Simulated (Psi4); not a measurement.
selenium hexafluoride (F6Se), singlet, geometry from GFN2-xTB; CAM-B3LYP/STO-3G run with Psi4 1.11.

Psi4 was given this input:
```
memory 2 GB

molecule mol {
0 1
  F     0.972274   -1.319899   -0.497489
  Se   -0.000000    0.000000    0.000000
  F     1.229734    1.089143   -0.486281
  F    -1.229734   -1.089143    0.486281
  F    -0.690930    0.081125   -1.565561
  F     0.690930   -0.081125    1.565561
  F    -0.972274    1.319899    0.497489
}

set basis sto-3g
set reference rks

energy('cam-b3lyp')
print_variables()
```

The log (banner, timings and long lists left out):

```
   => Loading Basis Set <=

    Name: STO-3G
    Role: ORBITAL
    Keyword: BASIS

         ---------------------------------------------------------
                                   SCF
               by Justin Turney, Rob Parrish, Andy Simmonett
                          and Daniel G. A. Smith
                              RKS Reference
         ---------------------------------------------------------

  ==> Geometry <==

    Molecular point group: ci
    Full point group: Ci

    Geometry (in Angstrom), charge = 0, multiplicity = 1:

       Center              X                  Y                   Z               Mass
    ------------   -----------------  -----------------  -----------------  -----------------
         F            0.972274000000    -1.319899000000    -0.497489000000    18.998403162730
         SE           0.000000000000     0.000000000000     0.000000000000    79.916521800000
         F            1.229734000000     1.089143000000    -0.486281000000    18.998403162730
         F           -1.229734000000    -1.089143000000     0.486281000000    18.998403162730
         F           -0.690930000000     0.081125000000    -1.565561000000    18.998403162730
         F            0.690930000000    -0.081125000000     1.565561000000    18.998403162730
         F           -0.972274000000     1.319899000000     0.497489000000    18.998403162730

  Running in ci symmetry.

  Rotational constants: A =      0.07558  B =      0.07558  C =      0.07558 [cm^-1]
  Rotational constants: A =   2265.89628  B =   2265.89586  C =   2265.89496 [MHz]
  Nuclear repulsion =  816.949388302628563

  Charge       = 0
  Multiplicity = 1
  Electrons    = 88
  Nalpha       = 44
  Nbeta        = 44

  ==> Algorithm <==

  SCF Algorithm Type is DF.
  DIIS enabled.
  MOM disabled.
  Fractional occupation disabled.
  Guess Type is SAD.
  Energy threshold   = 1.00e-06
  Density threshold  = 1.00e-06
  Integral threshold = 1.00e-12

  ==> Primary Basis <==

  Basis Set: STO-3G
    Blend: STO-3G
    Number of shells: 26
    Number of basis functions: 48
    Number of Cartesian functions: 49
    Spherical Harmonics?: true
    Max angular momentum: 2

  ==> DFT Potential <==

   => LibXC <=

    Version 7.1.2
    S. Lehtola, C. Steigemann, M. J. T. Oliveira, and M. A. L. Marques,  SoftwareX 7, 1–5 (2018) (10.1016/j.softx.2017.11.002)

   => Composite Functional: CAM-B3LYP <=

    CAM-B3LYP Hyb-GGA Exchange-Correlation Functional

    T. Yanai, D. P. Tew, and N. C. Handy,  Chem. Phys. Lett. 393, 51 (2004) (10.1016/j.cplett.2004.06.011)

    Deriv               =              1
    GGA                 =           TRUE
    Meta                =          FALSE

    Exchange Hybrid     =           TRUE
    MP2 Hybrid          =          FALSE

   => Exchange Functionals <=

    0.3500         Becke 88 [omega = 0.3300]
    0.4600   Short-range recipe for B88 functional - erf [omega = 0.3300]

   => Exact (HF) Exchange <=

    0.4600            HF,LR [omega = 0.3300]
    0.1900               HF

   => Correlation Functionals <=

    0.1900   Vosko, Wilk & Nusair (VWN5)
    0.8100   Lee, Yang & Parr

   => LibXC Density Thresholds  <==

    XC_HYB_GGA_XC_CAM_B3LYP:  1.00E-14

   => Molecular Quadrature <=

    Radial Scheme          =       TREUTLER
    Pruning Scheme         =           NONE
    Nuclear Scheme         =       TREUTLER

    Blocking Scheme        =         OCTREE
    BS radius alpha        =              1
    Pruning alpha          =              1
    Radial Points          =             75
    Spherical Points       =            302
    Total Points           =         148245
    Total Blocks           =           1188
    Max Points             =            256
    Max Functions          =             43
    Weights Tolerance      =       1.00E-15

   => Loading Basis Set <=

    Name: (STO-3G AUX)
    Role: JKFIT
    Keyword: DF_BASIS_SCF

  ==> Integral Setup <==

  SCF_SUBTYPE=INCORE selected. In-core MEM_DF algorithm will be used.
  Using in-core AOs.

  ==> MemDFJK: Density-Fitted J/K Matrices <==

    J tasked:                   Yes
    K tasked:                   Yes
    wK tasked:                  Yes
    Omega:                3.300E-01
    Algorithm:                 Core
    Schwarz Cutoff:           1E-12
    Mask sparsity (%):       3.9062
    Fitting Condition:        1E-10

   => Auxiliary Basis Set <=

  Basis Set: (STO-3G AUX)
    Blend: DEF2-UNIVERSAL-JKFIT
    Number of shells: 210
    Number of basis functions: 728
    Number of Cartesian functions: 929
    Spherical Harmonics?: true
    Max angular momentum: 5

  Minimum eigenvalue in the overlap matrix is 3.6130654515E-01.
  Reciprocal condition number of the overlap matrix is 2.1011724817E-01.
    Using symmetric orthogonalization.

  ==> Pre-Iterations <==

  SCF Guess: Superposition of Atomic Densities via on-the-fly atomic UHF (no occupation information).

   -------------------------
    Irrep   Nso     Nmo
   -------------------------
     Ag        24      24
     Au        24      24
   -------------------------
    Total      48      48
   -------------------------

  ==> Iterations <==

                           Total Energy        Delta E     RMS |[F,P]|

   @DF-RKS iter SAD: -2962.64297797079871   -2.96264e+03   0.00000e+00
   @DF-RKS iter   1: -2964.63010875592727   -1.98713e+00   1.08295e-02 ADIIS/DIIS
   @DF-RKS iter   2: -2964.69934568205008   -6.92369e-02   2.54385e-03 ADIIS/DIIS
   @DF-RKS iter   3: -2964.70460763557048   -5.26195e-03   5.99727e-04 ADIIS/DIIS
   @DF-RKS iter   4: -2964.70493375811930   -3.26123e-04   1.36718e-05 DIIS
   @DF-RKS iter   5: -2964.70493406233845   -3.04219e-07   1.54691e-06 DIIS
   @DF-RKS iter   6: -2964.70493406754849   -5.21004e-09   1.63073e-07 DIIS
  Energy and wave function converged.

  ==> Post-Iterations <==

   Electrons on quadrature grid:
      Ntotal   =   88.0000192962 ; deviation = 1.930e-05

    Orbital Energies [Eh]
    ---------------------

    Doubly Occupied:

       1Ag  -449.166696     2Ag   -56.553465     1Au   -51.884659
       2Au   -51.884659     3Au   -51.884659     3Ag   -24.385480
       4Au   -24.385262     5Au   -24.385261     6Au   -24.385258
       4Ag   -24.384600     5Ag   -24.384598     6Ag    -7.574804
       7Au    -5.615214     8Au    -5.615213     9Au    -5.615213
       7Ag    -1.583043     8Ag    -1.583041     9Ag    -1.572265
      10Ag    -1.572264    11Ag    -1.572261    12Ag    -1.292020
      10Au    -1.191355    11Au    -1.191354    12Au    -1.191353
      13Ag    -1.130642    14Ag    -1.130641    15Ag    -0.680575
      13Au    -0.536879    14Au    -0.536878    15Au    -0.536878
      16Ag    -0.319689    17Ag    -0.319683    18Ag    -0.319673
      19Ag    -0.301569    20Ag    -0.301568    16Au    -0.294852
      17Au    -0.294846    18Au    -0.294845    19Au    -0.290540
      20Au    -0.290537    21Au    -0.290535    21Ag    -0.276044
      22Ag    -0.276038    23Ag    -0.276028

    Virtual:

      24Ag     0.183762    22Au     0.298422    23Au     0.298423
      24Au     0.298432

    Final Occupation by Irrep:
             Ag    Au
    DOCC [    23,   21 ]
    NA   [    23,   21 ]
    NB   [    23,   21 ]

  @DF-RKS Final Energy: -2964.70493406754849

   => Energetics <=

    Nuclear Repulsion Energy =            816.9493883026285630
    One-Electron Energy =               -5776.2381301802024609
    Two-Electron Energy =                2110.7176103230281115
    DFT Exchange-Correlation Energy =    -116.1338025130030189
    Empirical Dispersion Energy =           0.0000000000000000
    VV10 Nonlocal Energy =                  0.0000000000000000
    Total Energy =                      -2964.7049340675484927

Computation Completed

Properties will be evaluated at   0.000000,   0.000000,   0.000000 [a0]

Properties computed using the SCF density matrix

 Multipole Moments:

 ------------------------------------------------------------------------------------
     Multipole            Electronic (a.u.)      Nuclear  (a.u.)        Total (a.u.)
 ------------------------------------------------------------------------------------

 L = 1.  Multiply by 2.5417464519 to convert [e a0] to [Debye]
 Dipole X            :          0.0000000            0.0000000            0.0000000
 Dipole Y            :          0.0000000            0.0000000            0.0000000
 Dipole Z            :          0.0000000            0.0000000            0.0000000
 Magnitude           :                                                    0.0000000

 ------------------------------------------------------------------------------------

  Variable Map:
  ----------------------------------------------------------------------------
  "CURRENT ENERGY"              =>   -2964.704934067548
  "CURRENT REFERENCE ENERGY"    =>   -2964.704934067548
  "DD SOLVATION ENERGY"         =>       0.000000000000
  "DFT FUNCTIONAL TOTAL ENERGY" =>   -2964.704934067548
  "DFT TOTAL ENERGY"            =>   -2964.704934067548
  "DFT VV10 ENERGY"             =>       0.000000000000
  "DFT XC ENERGY"               =>    -116.133802513003
  "GRID ELECTRONS ALPHA"        =>      44.000009648102
  "GRID ELECTRONS BETA"         =>      44.000009648102
  "GRID ELECTRONS TOTAL"        =>      88.000019296203
  "NUCLEAR REPULSION ENERGY"    =>     816.949388302629
  "ONE-ELECTRON ENERGY"         =>   -5776.238130180202
  "PCM POLARIZATION ENERGY"     =>       0.000000000000
  "PE ENERGY"                   =>       0.000000000000
  "SCF ITERATION ENERGY"        =>   -2964.704934067548
  "SCF ITERATIONS"              =>       6.000000000000
  "SCF TOTAL ENERGY"            =>   -2964.704934067548
  "TWO-ELECTRON ENERGY"         =>    2110.717610323028
  "XC GRID RADIAL POINTS"       =>      75.000000000000
  "XC GRID SPHERICAL POINTS"    =>     302.000000000000
  "XC GRID TOTAL POINTS"        =>  148245.000000000000

  Array Variable Map:
  ----------------------------------------------------------------------------
  "CURRENT DIPOLE"              =>       0.000000000000 ... 0.000000000000 1 by 3
  "SCF DIPOLE"                  =>       0.000000000000 ... 0.000000000000 1 by 3
  "SCF TOTAL ENERGIES"          =>   -2962.642977970799 ... -2964.704934067548 1 by 7
```
